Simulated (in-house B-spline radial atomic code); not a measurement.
The numbers below are computed, except where a source is named.
**the sulfur ion S⁵⁺ at several levels of theory**

Ground configuration [Ne] 3s1. All numbers come from a B-spline radial code for spherical atoms, all electrons, at the radial basis limit. Mean-field, RPA, GW and linear-response runs are scalar-relativistic (one-electron X2C), no spin-orbit coupling, without Breit or QED terms, open shells spin-polarised at highest spin; the many-body runs on Dirac-Hartree-Fock orbitals are four-component, and their energies hold both.

**Ionisation energy.** The reference is 88.053 eV (NIST, measured).

```json
{"method": "minus the highest LDA VWN5 level", "value (eV)": "81.95", "minus reference (eV)": "-6.10"}
{"method": "LDA VWN5, difference of total energies", "value (eV)": "88.68", "minus reference (eV)": "+0.63"}
{"method": "minus the highest PBE level", "value (eV)": "81.85", "minus reference (eV)": "-6.20"}
{"method": "PBE, difference of total energies", "value (eV)": "88.79", "minus reference (eV)": "+0.74"}
{"method": "G0W0 on PBE", "value (eV)": "89.25", "minus reference (eV)": "+1.20"}
{"method": "exact exchange + RPA on PBE", "value (eV)": "88.93", "minus reference (eV)": "+0.87"}
{"method": "exact exchange + RPA + SOSEX on PBE", "value (eV)": "88.00", "minus reference (eV)": "-0.05"}
{"method": "minus the highest r2SCAN level", "value (eV)": "82.16", "minus reference (eV)": "-5.89"}
{"method": "r2SCAN, difference of total energies", "value (eV)": "87.96", "minus reference (eV)": "-0.10"}
{"method": "minus the highest PBE0 level", "value (eV)": "83.42", "minus reference (eV)": "-4.63"}
{"method": "PBE0, difference of total energies", "value (eV)": "88.56", "minus reference (eV)": "+0.51"}
{"method": "G0W0 on PBE0", "value (eV)": "89.13", "minus reference (eV)": "+1.08"}
{"method": "minus the highest B3LYP (VWN-RPA) level", "value (eV)": "83.36", "minus reference (eV)": "-4.69"}
{"method": "B3LYP (VWN-RPA), difference of total energies", "value (eV)": "89.08", "minus reference (eV)": "+1.03"}
{"method": "minus the highest CAM-B3LYP level", "value (eV)": "85.20", "minus reference (eV)": "-2.85"}
{"method": "minus the highest LC-wPBE level", "value (eV)": "86.73", "minus reference (eV)": "-1.32"}
{"method": "minus the highest Hartree-Fock level", "value (eV)": "87.62", "minus reference (eV)": "-0.43"}
{"method": "Hartree-Fock, difference of total energies", "value (eV)": "87.58", "minus reference (eV)": "-0.47"}
{"method": "G0W0 on Hartree-Fock", "value (eV)": "88.87", "minus reference (eV)": "+0.81"}
{"method": "MP2, difference of total energies", "value (eV)": "88.06", "minus reference (eV)": "0.00"}
{"method": "Brueckner orbital with screened correlation (3s1/2)", "value (eV)": "88.05", "minus reference (eV)": "-0.01"}
```

Q: Which methods come closest, and which lies farthest off?

A: Closest: MP2, difference of total energies (0.00 eV) and Brueckner orbital with screened correlation (3s1/2) (-0.01 eV). Farthest: minus the highest PBE level (-6.20 eV). The PBE level misses by -6.2 eV while the PBE energy difference misses by +0.74 eV: the semilocal potential lacks the −1/r tail and the energy is convex in the electron number, but total energies at whole numbers are far better.

Run times on one thread of shared hosts: mean field, RPA, SOSEX and G0W0 on PBE, for the atom and its ion, 3.5 s (Arm Neoverse N1); Brueckner orbitals with all properties, 27 s (Intel Xeon 6975P-C).
